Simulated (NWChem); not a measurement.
Molecule: SnN2H5Cl; SMILES [NH2][SnH]([NH2])[Cl]

```xyz
9

Sn     0.0400    -0.4192     0.3421
N     -1.6586    -1.2603    -0.4550
N      1.6051    -1.1876    -0.7459
Cl     0.0354     1.9769     0.1336
H      0.1791    -0.7947     2.0180
H     -2.4456    -1.1733     0.2036
H     -1.9450    -0.7563    -1.3065
H      1.2831    -1.3839    -1.7049
H      2.3636    -0.4960    -0.8318
```
Atoms are numbered in this order, from 1.

Level: PBE-D3(BJ)/def2-SVP with def2 effective core potentials on Sn (NWChem), optimised geometry, unscaled harmonic frequencies. def2 effective core potentials on Sn; no spin-orbit coupling.

| frequency (cm⁻¹) | IR intensity (km/mol) |
|---|---|
| 86 | 32.4 |
| 118 | 27.5 |
| 142 | 2.4 |
| 159 | 2.2 |
| 168 | 21.1 |
| 341 | 45.2 |
| 501 | 6.5 |
| 533 | 132.7 |
| 540 | 122.1 |
| 569 | 17.2 |
| 650 | 30.4 |
| 667 | 131.3 |
| 832 | 27.9 |
| 868 | 17.2 |
| 1488 | 9.4 |
| 1498 | 11.7 |
| 1873 | 118.1 |
| 3404 | 11.9 |
| 3409 | 12.5 |
| 3504 | 11.3 |
| 3504 | 10.6 |

| Quantity | Result |
|---|---|
| zero-point energy | 35.5 kcal/mol |
| thermal correction to the enthalpy at 298.15 K (with zero-point energy) | 41.0 kcal/mol |
| heat capacity Cv | 24.9 cal/(mol K) |
| entropy at 298.15 K and 1 atm (symmetry number 1) | 88.2 cal/(mol K) |

Rigid rotor and harmonic oscillator; modes under 100 cm⁻¹ make the entropy uncertain.
